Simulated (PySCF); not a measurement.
NMR data simulated for an unnamed compound:

¹H NMR (400 MHz, computed): δ 7.76 (m, 1H), 4.92 (m, 2H), 4.34 (d, 3H), 3.28 (s, 1H), 1.20 (m, 2H).

¹³C{¹H} NMR (computed): δ 161.6 (CH), 146.9 (C), 93.8 (CH), 91.5 (C).

PySCF calculation with σ from GIAO-PBE0/pcSseg-1 and structure optimised with GFN2-xTB; one computed conformer, fast rotation and ring inversion assumed for equivalent nuclei, non-relativistic Hamiltonian, no solvent.

Shifts are taken against calculated references (same method and geometry level): ¹H, ¹³C against TMS.

Task: Which of these does the molecule contain: a nitrile, a CF3 group, a Si–H bond, a C≡C triple bond, a vinyl group CH=CH2, a non-aromatic C=C double bond?

Result: 
- A nitrile: no.
- A CF3 group: no.
- A Si–H bond: yes (δH 4.34 (d)).
- A C≡C triple bond: yes (δC 93.8, 91.5; δH 3.28 (s)).
- A vinyl group CH=CH2: no.
- A non-aromatic C=C double bond: yes.

The data belong to `C#C/C(=C/[SiH3])[SiH2]P`, C4H9PSi2; they needn't prove each group on their own.

Carbon signals by region: 1 in the far downfield region (above 160 ppm), 1 in the sp2 and nitrile region (100–160 ppm), 2 at 50–100 ppm. Above 160 ppm: 161.6, alkene CH.

Splittings by ³¹P in the carbon and heteronuclear signals aren't shown, as no couplings were computed. Shifts are as computed. Against solution values, carbons near 30 ppm lie about +3 ppm off and those near 130 ppm about +5 ppm. Of 1211 compounds with measured shifts, 218 miss one by over three times the rms of a fit or turn the order of signals round; such compounds aren't used in these exercises. Multiplicities follow the n + 1 count of equivalent neighbours, as no J values were calculated; m marks all less simple cases, F and P coupling included.
